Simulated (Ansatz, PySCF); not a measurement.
CH4N2O2Si, SMILES N[Si@H](OC#N)O. Atoms are numbered in the order given.

```xyz
10

N      2.6431    -1.0272    -0.2326
C      1.8038    -0.2125    -0.2045
O      0.8688     0.6625    -0.1671
Si    -0.7084     0.2922     0.5060
N     -1.9549     0.9167    -0.4477
O     -0.7738    -1.3536     0.5118
H     -0.7003     0.9711     1.8122
H     -2.2258     0.5215    -1.3435
H     -2.3753     1.8230    -0.2690
H      0.0559    -1.8519     0.5853
```

The structure is a stationary point at TPSSh-D3(BJ)/def2-SVP. The structure was generated by enumeration; whether it is a known compound was not checked. The values are those of a single conformer.

Two levels are set side by side: PBE-D3(BJ)/def2-SVP (Ansatz, an electronic-structure program) and TPSSh-D3(BJ)/def2-SVP (PySCF). Each level has its own optimised geometry; the coordinates shown are those of the second. Frequencies come from the Hessian of PySCF at each geometry. Differences are taken from unrounded values.

```json
[
 {"quantity": "mean bond length (Å)", "TPSSh-D3(BJ)": "1.335"},
 {"quantity": "bond N1–C2 (Å)", "TPSSh-D3(BJ)": "1.170"},
 {"quantity": "bond C2–O3 (Å)", "TPSSh-D3(BJ)": "1.281"},
 {"quantity": "bond O3–Si4 (Å)", "TPSSh-D3(BJ)": "1.754"},
 {"quantity": "bond Si4–N5 (Å)", "TPSSh-D3(BJ)": "1.689"},
 {"quantity": "bond Si4–O6 (Å)", "TPSSh-D3(BJ)": "1.647"},
 {"quantity": "bond Si4–H7 (Å)", "TPSSh-D3(BJ)": "1.472"},
 {"quantity": "bond N5–H8 (Å)", "TPSSh-D3(BJ)": "1.016"},
 {"quantity": "bond N5–H9 (Å)", "TPSSh-D3(BJ)": "1.015"},
 {"quantity": "bond O6–H10 (Å)", "TPSSh-D3(BJ)": "0.971"},
 {"quantity": "highest harmonic wavenumber (cm⁻¹)", "TPSSh-D3(BJ)": "3789"},
 {"quantity": "mean harmonic wavenumber (cm⁻¹)", "TPSSh-D3(BJ)": "1137"},
 {"quantity": "zero-point energy (kcal/mol)", "TPSSh-D3(BJ)": "39.00"}
]
```

Problem. What does PBE-D3(BJ) give, and how far is it from TPSSh-D3(BJ)? (Estimate from the structure and the level; the computed values follow.)

Solution. 
```
quantity                            PBE-D3(BJ)  PBE-D3(BJ) minus TPSSh-D3(BJ)
----------------------------------  ----------  -----------------------------
mean bond length (Å)                     1.344                          0.009
bond N1–C2 (Å)                           1.180                          0.010
bond C2–O3 (Å)                           1.285                          0.004
bond O3–Si4 (Å)                          1.773                          0.018
bond Si4–N5 (Å)                          1.696                          0.007
bond Si4–O6 (Å)                          1.657                          0.010
bond Si4–H7 (Å)                          1.488                          0.016
bond N5–H8 (Å)                           1.021                          0.005
bond N5–H9 (Å)                           1.020                          0.005
bond O6–H10 (Å)                          0.978                          0.007
highest harmonic wavenumber (cm⁻¹)        3694                            -96
mean harmonic wavenumber (cm⁻¹)           1109                            -28
zero-point energy (kcal/mol)             38.05                          -0.95
```

Exact exchange shortens and stiffens bonds; PBE has none. Differences between two approximate levels are no errors against the true value.
